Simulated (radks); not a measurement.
Spherical jellium clusters: N electrons in a uniform positive sphere of charge N and radius rs N^(1/3), rs = 5.17 bohr. Calculated with a radial shooting solver with Libxc functionals: non-relativistic Kohn-Sham, LDA (Slater exchange, Perdew-Wang correlation), spin-polarised, spherical densities. Levels are named by radial order and angular momentum (1s, 1p, 1d, 2s, ...), and open shells are averaged over m.

N = 24, configuration 1s2 1p6 1d10 2s2 1f(up 4, down 0). This is the lowest configuration that the search found. Occupied and some empty levels:

level,occupation,eigenvalue (eV),<r> (bohr)
1s up,1,-3.8456,9.611
1s down,1,-3.7306,9.207
1p up,3,-3.4674,10.92
1p down,3,-3.3163,10.76
1d up,5,-2.9475,11.83
1d down,5,-2.7791,11.78
2s up,1,-2.5437,8.963
2s down,1,-2.4732,9.192
1f up,4,-2.3097,12.60
1f down,0,-2.1355,12.63
2p up,0,-1.7577,10.80
2p down,0,-1.6810,10.88
1g up,0,-1.5754,13.34
1g down,0,-1.4044,13.43
2d up,0,-0.99622,12.91
2d down,0,-0.91328,13.03

Energy (eV): total -43.8260, kinetic 26.699, external -1254.8, Hartree 624.94, exchange-correlation -71.242, background 630.61.
